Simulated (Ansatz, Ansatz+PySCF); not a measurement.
```tsv
atom	x (Å)	y (Å)	z (Å)
B	0.0000	0.0000	0.8809
B	0.0000	0.0000	-0.8809
H	0.9934	0.0000	0.0000
H	-0.9934	0.0000	0.0000
H	0.0000	1.0515	1.4667
H	0.0000	-1.0515	1.4667
H	0.0000	1.0515	-1.4667
H	0.0000	-1.0515	-1.4667
```

Basis set: def2-SVP (spherical functions). Left uncorrelated: 2 orbitals. Charge 0, multiplicity 1.

Computed with Ansatz (development build ahead of 0.2.0); each method stands on the lowest determinant of its kind that the runs found. Restricted open shells among the atoms or ions are ROHF, correlated in semicanonical orbitals with singles. Restricted functionals stand beside restricted open-shell atoms, which can lie above the unrestricted atoms usual in DFT and then raise those values.

The atomization energy at this shape (free ground-state atoms in the same class of orbitals less the molecule, no zero-point energy) of singlet B₂H₆:

| method | atomization energy |
| --- | --- |
| ωB97X (restricted) | 2552.2 kJ/mol |
| ωB97X (unrestricted) | 2543.9 kJ/mol |
| r²SCAN (restricted) | 2582.2 kJ/mol |
| r²SCAN (unrestricted) | 2570.4 kJ/mol |
| PBE0 (restricted) | 2556.1 kJ/mol |
| PBE0 (unrestricted) | 2549.2 kJ/mol |
| PBE (unrestricted) | 2545.3 kJ/mol |
| PBE (restricted) | 2550.9 kJ/mol |
| RHF-CCSD(T) | 2441.3 kJ/mol |
| RHF-MP2 | 2432.1 kJ/mol |
| RHF | 2067.5 kJ/mol |

(1) What does UHF give?

Results:

(1) 2051.9 kJ/mol.
